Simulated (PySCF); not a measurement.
Isomers of C8H17P, mass 144.107 u with the commonest isotopes. The calculation used PBE0/pcSseg-1 in PySCF (dipole) on a GFN2-xTB geometry, gas phase. One conformer each, none proved a minimum here; rigid rotors.

Question: Order these by radius of gyration √(Σ m r²/M), largest first.
A. `[CH2:1]=[CH:2][CH2:3][P:4]([CH2:5][CH3:6])[CH2:7][CH2:8][CH3:9]` with C1–C2–C3–P4 -113°, C2–C3–P4–C5 174°, C3–P4–C5–C6 81°, C3–P4–C7–C8 -177°, P4–C7–C8–C9 178°
B. `[CH2:1]=[P@@:2]1([CH3:3])[CH2:4][CH2:5][CH2:6][C@H:7]1[CH2:8][CH3:9]` with C6–C7–C8–C9 -177°, C1–P2–C4–C5 151°, P2–C4–C5–C6 -37°, C4–C5–C6–C7 52°, C5–C6–C7–C8 -161°
C. `[CH3:1][CH2:2][C@@H:3]([CH3:4])/[P:5]=[CH:6]/[CH:7]([CH3:8])[CH3:9]` with C1–C2–C3–C4 175°, C2–C3–P5–C6 155°, P5–C6–C7–C8 -112°
D. `[CH3:1][CH2:2][C:3]([CH3:4])([CH3:5])[P:6]=[C:7]([CH3:8])[CH3:9]` with C1–C2–C3–C4 59°, C2–C3–P6–C7 -61°
E. `[CH3:1][CH2:2][CH2:3][P:4]([CH2:5][CH3:6])[CH:7]1[CH2:8][CH2:9]1` with C1–C2–C3–P4 -175°, C2–C3–P4–C5 -176°, C3–P4–C5–C6 176°, C3–P4–C7–C8 166°

Answer: C (2.587 Å), A (2.489 Å), E (2.406 Å), D (2.214 Å), B (2.075 Å).

Question: Order these by rotational constant A, smallest first.
A. `[CH2:1]=[CH:2][CH2:3][P:4]([CH2:5][CH3:6])[CH2:7][CH2:8][CH3:9]` with C1–C2–C3–P4 -113°, C2–C3–P4–C5 174°, C3–P4–C5–C6 81°, C3–P4–C7–C8 -177°, P4–C7–C8–C9 178°
B. `[CH3:1][CH2:2][CH2:3][P:4]([CH2:5][CH3:6])[CH:7]1[CH2:8][CH2:9]1` with C1–C2–C3–P4 -175°, C2–C3–P4–C5 -176°, C3–P4–C5–C6 176°, C3–P4–C7–C8 166°
C. `[CH2:1]=[P@@:2]1([CH3:3])[CH2:4][CH2:5][CH2:6][C@H:7]1[CH2:8][CH3:9]` with C6–C7–C8–C9 -177°, C1–P2–C4–C5 151°, P2–C4–C5–C6 -37°, C4–C5–C6–C7 52°, C5–C6–C7–C8 -161°
D. `[CH3:1][CH2:2][C@@H:3]([CH3:4])/[P:5]=[CH:6]/[CH:7]([CH3:8])[CH3:9]` with C1–C2–C3–C4 175°, C2–C3–P5–C6 155°, P5–C6–C7–C8 -112°
E. `[CH3:1][CH2:2][C:3]([CH3:4])([CH3:5])[P:6]=[C:7]([CH3:8])[CH3:9]` with C1–C2–C3–C4 59°, C2–C3–P6–C7 -61°

Answer: A (1183 MHz), C (1605 MHz), B (1741 MHz), E (1879 MHz), D (2440 MHz).

Question: Order these by dipole moment, smallest first.
A. `[CH3:1][CH2:2][C@@H:3]([CH3:4])/[P:5]=[CH:6]/[CH:7]([CH3:8])[CH3:9]` with C1–C2–C3–C4 175°, C2–C3–P5–C6 155°, P5–C6–C7–C8 -112°
B. `[CH2:1]=[P@@:2]1([CH3:3])[CH2:4][CH2:5][CH2:6][C@H:7]1[CH2:8][CH3:9]` with C6–C7–C8–C9 -177°, C1–P2–C4–C5 151°, P2–C4–C5–C6 -37°, C4–C5–C6–C7 52°, C5–C6–C7–C8 -161°
C. `[CH3:1][CH2:2][C:3]([CH3:4])([CH3:5])[P:6]=[C:7]([CH3:8])[CH3:9]` with C1–C2–C3–C4 59°, C2–C3–P6–C7 -61°

Answer: A (1.19 D), C (1.69 D), B (3.17 D).

```tsv
SMILES	point group	Ia (u·Å²)	Ib (u·Å²)	Ic (u·Å²)	κ	μa (D)	μb (D)	μc (D)
CC[C@@H](C)/P=C/C(C)C	C1	207.11	803.06	918.35	-0.92	0.21	0.30	1.13
CCCP(CC)C1CC1	C1	290.29	574.73	803.65	-0.55	0.11	0.04	1.20
C=[P@@]1(C)CCC[C@H]1CC	C1	314.83	389.20	537.36	0.08	0.07	2.47	2.00
CCC(C)(C)P=C(C)C	C1	269.00	562.01	582.39	-0.94	0.34	0.74	1.48
C=CCP(CC)CCC	C1	427.27	500.87	856.94	0.41	0.22	0.30	1.09
```
